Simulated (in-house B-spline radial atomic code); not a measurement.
A run on As (an excited or competing configuration) that did not converge. Method: scalar-relativistic (X2C) wB97X, spin-polarised, spherical fractional occupations, exact exchange averaged over the configuration, Fermi nucleus of rms radius 4.0968 fm; computed with an all-electron radial atomic-structure program (B-spline basis).

Command:
```bash
python run_scf.py task.json out
```
Settings (nuclear radius in fm, mass in u):
```
Z                33
configuration    [Ar] 3d10 4s2 4p2 5f1
hamiltonian      x2c
method           wb97x
spin_polarised   True
nucleus          fermi
rms_radius       4.0968
atomic_mass      74.92159
speed_of_light   137.035999084
exact_exchange   averaged over the configuration
```

First and last ten iterations of the last attempt (damped for 15 steps, keeping 80 % of the old Fock matrix, then DIIS):
```
 iter        energy (Eh)    residual
    1       -2259.887757    3.89e-01
    2       -2260.307460    9.27e-02
    3       -2260.434683    5.40e-02
    4       -2260.480769    3.60e-02
    5       -2260.496756    2.54e-02
    6       -2260.502966    1.82e-02
    7       -2260.505272    1.32e-02
    8       -2260.505748    9.69e-03
    9       -2260.506385    7.20e-03
   10       -2260.506945    5.45e-03
  111       -2260.506510    7.34e-04
  112       -2260.506493    6.83e-04
  113       -2260.506505    6.86e-04
  114       -2260.506500    7.25e-04
  115       -2260.506444    9.82e-04
  116       -2260.506267    1.44e-03
  117       -2260.506516    8.38e-04
  118       -2260.506237    5.09e-04
  119       -2260.506386    6.18e-04
  120       -2260.506282    5.25e-04
 not converged after 120 iterations
```

The smallest residual met was 3.6e-04; the threshold is about 3e-07. No energy from this run should be used. Cost of the run: 42 s on 1 thread of Arm Neoverse N1 (shared host).
